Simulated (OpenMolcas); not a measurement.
## Lines of Cu3+: computed and rescaled rates

| Quantity | Value |
| --- | --- |
| Program | OpenMolcas |
| Method | SS-CASPT2, IPEA 0.25 Eh, imaginary shift 0.1 Eh (closed shells correlated: 3s 3p) |
| Basis | ANO-RCC-VTZP [6s5p3d2f1g] |
| Scalar Hamiltonian | DKH2, point nucleus |
| Active space | 8 electrons in 10 orbitals (3d 4d) |
| State averaging | 2S+1 = 3 even, 10 roots; 2S+1 = 1 even, 15 roots |
| Spin-orbit coupling | state interaction with AMFI integrals over the reference wave functions, term energies averaged over their components |

Rates come from the transition moments of the reference wave functions (E1 and E2 in the length form). At fixed line strength A goes as λ^-3 for E1 and M1 and as λ^-5 for E2, so a rate at the computed wavelength can be rescaled to the measured one. Measured vacuum wavelengths follow from level energies in Sugar and Musgrove, J. Phys. Chem. Ref. Data 19, 527 (1990). Branching counts decays inside the model space alone, at computed energies, and the table is only a selection of the E2 and M1 lines, drawn from those between levels with measured partners whose computed energy lies within a factor of 1.5 of the measured one.

```json
{"Upper": "3d8 1S0", "Lower": "3d8 1D2", "Type": "E2", "λ computed (nm)": "216.4", "λ measured (nm)": "221.2", "A computed (s-1)": "1.99e+01", "A rescaled (s-1)": "1.78e+01", "Branching %": "56.7"}
{"Upper": "3d8 1S0", "Lower": "3d8 3P1", "Type": "M1", "λ computed (nm)": "237.9", "λ measured (nm)": "241.8", "A computed (s-1)": "1.23e+01", "A rescaled (s-1)": "", "Branching %": "35.0"}
{"Upper": "3d8 1S0", "Lower": "3d8 3P2", "Type": "E2", "λ computed (nm)": "235.7", "λ measured (nm)": "239.5", "A computed (s-1)": "2.55e+00", "A rescaled (s-1)": "", "Branching %": "7.3"}
{"Upper": "3d8 1D2", "Lower": "3d8 3F3", "Type": "M1", "λ computed (nm)": "695.7", "λ measured (nm)": "695.1", "A computed (s-1)": "1.04e+00", "A rescaled (s-1)": "", "Branching %": "70.1"}
{"Upper": "3d8 1G4", "Lower": "3d8 3F4", "Type": "M1", "λ computed (nm)": "363.4", "λ measured (nm)": "371.6", "A computed (s-1)": "7.64e-01", "A rescaled (s-1)": "", "Branching %": "66.9"}
{"Upper": "3d8 1D2", "Lower": "3d8 3F2", "Type": "M1", "λ computed (nm)": "758.5", "λ measured (nm)": "759.3", "A computed (s-1)": "4.37e-01", "A rescaled (s-1)": "", "Branching %": "29.4"}
{"Upper": "3d8 1S0", "Lower": "3d8 3F2", "Type": "E2", "λ computed (nm)": "168.4", "λ measured (nm)": "171.3", "A computed (s-1)": "3.76e-01", "A rescaled (s-1)": "", "Branching %": "1.1"}
{"Upper": "3d8 1G4", "Lower": "3d8 3F3", "Type": "M1", "λ computed (nm)": "389", "λ measured (nm)": "399.2", "A computed (s-1)": "3.74e-01", "A rescaled (s-1)": "", "Branching %": "32.8"}
{"Upper": "3d8 3P2", "Lower": "3d8 1D2", "Type": "M1", "λ computed (nm)": "2639", "λ measured (nm)": "2900", "A computed (s-1)": "2.69e-01", "A rescaled (s-1)": "", "Branching %": "43.0"}
{"Upper": "3d8 3P1", "Lower": "3d8 1D2", "Type": "M1", "λ computed (nm)": "2397", "λ measured (nm)": "2598", "A computed (s-1)": "2.29e-01", "A rescaled (s-1)": "", "Branching %": "68.9"}
{"Upper": "3d8 3P2", "Lower": "3d8 3F3", "Type": "M1", "λ computed (nm)": "550.5", "λ measured (nm)": "560.7", "A computed (s-1)": "2.07e-01", "A rescaled (s-1)": "", "Branching %": "33.1"}
{"Upper": "3d8 3F3", "Lower": "3d8 3F4", "Type": "M1", "λ computed (nm)": "5526", "λ measured (nm)": "5372", "A computed (s-1)": "1.55e-01", "A rescaled (s-1)": "1.69e-01", "Branching %": "100.0"}
{"Upper": "3d8 3P2", "Lower": "3d8 3F4", "Type": "E2", "λ computed (nm)": "500.7", "λ measured (nm)": "507.7", "A computed (s-1)": "9.88e-02", "A rescaled (s-1)": "9.22e-02", "Branching %": "15.8"}
{"Upper": "3d8 3P0", "Lower": "3d8 3F2", "Type": "E2", "λ computed (nm)": "565.5", "λ measured (nm)": "576.5", "A computed (s-1)": "8.44e-02", "A rescaled (s-1)": "7.66e-02", "Branching %": "97.8"}
{"Upper": "3d8 3P1", "Lower": "3d8 3F3", "Type": "E2", "λ computed (nm)": "539.2", "λ measured (nm)": "548.4", "A computed (s-1)": "7.00e-02", "A rescaled (s-1)": "6.43e-02", "Branching %": "21.1"}
{"Upper": "3d8 3F2", "Lower": "3d8 3F3", "Type": "M1", "λ computed (nm)": "8402", "λ measured (nm)": "8222", "A computed (s-1)": "6.03e-02", "A rescaled (s-1)": "6.43e-02", "Branching %": "100.0"}
{"Upper": "3d8 3P2", "Lower": "3d8 3F2", "Type": "M1", "λ computed (nm)": "589.1", "λ measured (nm)": "601.7", "A computed (s-1)": "3.26e-02", "A rescaled (s-1)": "", "Branching %": "5.2"}
{"Upper": "3d8 3P1", "Lower": "3d8 3F2", "Type": "E2", "λ computed (nm)": "576.2", "λ measured (nm)": "587.6", "A computed (s-1)": "2.43e-02", "A rescaled (s-1)": "2.20e-02", "Branching %": "7.3"}
{"Upper": "3d8 3P2", "Lower": "3d8 3F3", "Type": "E2", "λ computed (nm)": "550.5", "λ measured (nm)": "560.7", "A computed (s-1)": "1.67e-02", "A rescaled (s-1)": "1.52e-02", "Branching %": "2.7"}
{"Upper": "3d8 3P1", "Lower": "3d8 3F2", "Type": "M1", "λ computed (nm)": "576.2", "λ measured (nm)": "587.6", "A computed (s-1)": "8.10e-03", "A rescaled (s-1)": "", "Branching %": "2.4"}
{"Upper": "3d8 3P0", "Lower": "3d8 3P1", "Type": "M1", "λ computed (nm)": "30400", "λ measured (nm)": "30670", "A computed (s-1)": "1.92e-03", "A rescaled (s-1)": "1.87e-03", "Branching %": "2.2"}
```

Spin-changing lines and M1 lines between different terms are not rescaled, since their strength hangs on the term gaps too.

The largest correction is for 3d8 1S0 → 3d8 1D2 (E2): 1.99e+01 × (216.4 / 221.2)^5 = 1.78e+01 s-1, a factor of 0.90.

The computed rate and branching of 3d8 3F3 → 3d8 3F4 give the upper level a radiative lifetime of 1.000 / 1.55e-01 s-1 = 6.45e+00 s, counting decays inside the model space alone. The rescaled rate gives about 5.9e+00 s.

These are rates of the free ion; in crystals, glasses and complexes forced electric-dipole and non-radiative decay shorten such lifetimes by orders of magnitude. No measured rate stands beside these. Rescaling mends the energy factor alone: line strengths can still be far off where a level mixes with configurations outside the active space, and weak or spin-changing lines hang on small mixing coefficients that depend on the term gaps too, so rescaling need not improve them.

CASPT2 does not keep the components of a term degenerate, so their means are used; among the terms shown or strongly mixed into the levels shown the widest spread is 630 cm-1 (3d8 1G). Active for correlation alone: 4d; no level in the range computed is led by a configuration that fills it, so any true level of that kind is missing. Measured partners are found by configuration, term and J. A level has none where our copy of the source lacks it or the pairing is in doubt (some pairs that miss far off the trend of their configuration count as doubtful). Levels of configurations outside the active space are missing.
